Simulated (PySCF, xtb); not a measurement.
Al(Me)(vinyl)(OH) (C3H7AlO), SMILES C=[CH][Al]([CH3])[OH]. The values are those of a single conformer.

Harmonic wavenumbers (cm⁻¹) from GFN2-xTB in xtb at its own minimum, in rising order: 65, 79, 101, 147, 197, 265, 389, 401, 471, 504, 582, 583, 664, 895, 919, 970, 1043, 1242, 1296, 1405, 1456, 1461, 1624, 2940, 2944, 2950, 2970, 3018, 3051, 3774.

What does PBE0-D3(BJ)/def2-SVP in PySCF 2.14.0 give at its own minimum? (An estimate is asked for; the answer gives what the named calculation found.)

39, 52, 115, 187, 205, 310, 371, 441, 545, 558, 651, 652, 726, 876, 993, 998, 1066, 1210, 1267, 1420, 1421, 1425, 1664, 3046, 3114, 3132, 3137, 3163, 3202, 3991. Paired by order, the mean absolute difference is 67 cm⁻¹ and the zero-point energies are 54.9 and 57.1 kcal/mol.
